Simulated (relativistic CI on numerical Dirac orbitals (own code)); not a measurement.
## Nb4+: resonant inelastic scattering at the M2,3 edge

Computed with this model: Dirac-Coulomb-Breit CI, orbitals from a KLI potential per configuration, model QED (radiative potential, 1s self-energy scaled to tabulated hydrogen-like ionisation energies), valence Slater integrals scaled by 0.7, Kramers-Heisenberg scattering through one core-hole configuration in a parametric crystal field; configurations [Kr] 4d → [Ne] 3s2 3p5 3d10 4s2 4p6 4d2; 10 K; core-hole width 2 eV; summed over polarisations. Incident energies are the highest absorption maxima for each field (at most a few, so the weaker spin-orbit partner edge can be absent), on the computed scale of the free ion. Intensities are in per cent of the strongest line above 0.02 eV; levels within 1 cm⁻¹ are merged; final levels count from the ground level, the first row holds all elastic scattering, lines under 0.4 are left out and each table stops after 24 rows. The scale of the Slater integrals is a model choice and moves the terms in proportion.

Field parameters in Wybourne normalisation: D4h B²₀ = −7Ds, B⁴₀ = 21(Dq − Dt), B⁴₄ = 21√(5/14) Dq. The field is a parameter set, without covalency.

S is read from ⟨S²⟩ = S(S + 1).

D4h, 10Dq = 13000, Ds = 2820, Dt = -510 cm⁻¹:

| Final level (eV) | Degeneracy | Irrep | S | 370.9 eV | 386.5 eV |
| --- | --- | --- | --- | --- | --- |
| 0.000 | 2 | Γ6 | 0.50 | 2027.5 | 350.6 |
| 0.087 | 2 | Γ7 | 0.50 | 51.3 | 22.5 |
| 1.412 | 2 | Γ7 | 0.50 | 64.5 | 47.9 |
| 1.949 | 2 | Γ6 | 0.50 | 100.0 | 35.5 |
| 3.031 | 2 | Γ7 | 0.50 | 40.2 | 22.8 |

D4h, 10Dq = 25350, Ds = 1260, Dt = -640 cm⁻¹:

```tsv
Final level (eV)	Degeneracy	Irrep	S	369.1 eV	372.4 eV	384.8 eV
0.000	2	Γ6	0.50	1435.8	1168.2	206.7
0.083	2	Γ7	0.50	82.9	32.7	41.0
0.914	2	Γ7	0.50	63.7	13.5	47.7
3.829	2	Γ6	0.50	11.4	100.0	4.2
4.058	2	Γ7	0.50	4.8	56.6	4.9
```

For the first field the strongest loss at the lowest incident energy is the level at 1.95 eV (S = 0.50, against 0.50 in the thermal ground state).
